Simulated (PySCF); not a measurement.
Fill in the blanks.

Species: C₂H₅F₃Si.
SMILES: `FC(F)(F)C[SiH3]`

Conformer (atom-mapped SMILES and torsion angles): `[F:1][C:2]([F:3])([F:4])[CH2:5][SiH3:6]`: F1–C2–C5–Si6 60°.

```tsv
property	level	value
point group of the GFN2-xTB geometry	GFN2-xTB	Cs
rotational constants A, B, C of the GFN2-xTB geometry	GFN2-xTB	5.135, 1.751, 1.741 GHz
dipole moment	PBE0/def2-SVPD	?
HOMO energy	PBE0/def2-SVPD	-9.81 eV
LUMO energy	PBE0/def2-SVPD	0.23 eV
lowest singlet excitation	TDDFT PBE0/def2-SVPD	?
strongest line among the 6 lowest singlet transitions	TDDFT PBE0/def2-SVPD	S4 at 9.44 eV (131 nm, f = 0.185)
lowest triplet excitation (Tamm–Dancoff)	TDA PBE0/def2-SVPD	8.15 eV
static isotropic polarisability	PBE0/def2-SVPD	54.4 au
electronic spatial extent ⟨r²⟩ about the centre of nuclear charge	PBE0/def2-SVPD	739 bohr²
13C chemical shifts (computed TMS as zero) by class	GIAO PBE0/pcSseg-1	?
1H chemical shifts (computed TMS as zero) by class	GIAO PBE0/pcSseg-1	?
isotropic shieldings of nuclei other than C and H, by class	GIAO PBE0/pcSseg-1	?
```

Gas-phase values; electronic properties from PySCF, density fitting. Geometry: GFN2-xTB; no solvent or vibrations. NMR classes are plain means over equivalent atoms (diastereotopic ones count apart unless rotation or inversion swaps them), as if these changed places fast; in this geometry the members of some classes differ.

(1) What are the 1H chemical shifts (computed TMS as zero) by class?

(2) The dipole moment?

(3) The isotropic shieldings of nuclei other than C and H, by class?

(4) What is the lowest singlet excitation?

(5) Give the 13C chemical shifts (computed TMS as zero) by class.

## Answers

(1) 4.02 (3 H), 1.66 (2 H) ppm.

(2) 2.43 D.

(3) 245 (3 F), 424 (1 Si) ppm.

(4) 8.88 eV (140 nm, f = 0.052).

(5) 137.1 (1 C), 19.6 (1 C) ppm.

In atomic units the dipole is 0.95 e·bohr (1 au = 2.5417 D). In wavenumbers S1 is 71600 cm⁻¹ (1 eV = 8065.54 cm⁻¹). With B = h/(8π²I), that is 505.379 GHz u Å² over I, the principal moments of inertia are 98.4, 288.6 and 290.3 u Å² (most abundant isotopes). The rotational constants make it an asymmetric top with κ = (2B − A − C)/(A − C) = -0.99, nearer the prolate limit (−1). No computed singlet falls in the visible range (750 to 380 nm, 1.65 to 3.26 eV); S1 lies 5.62 eV above its blue end.

For the TDDFT job (PBE0/def2-SVPD), time: 34 s; peak memory 0.72 GiB. Hardware: an Arm Neoverse N1 with one thread, shared host with 64 logical CPUs at a one-minute load of 58.
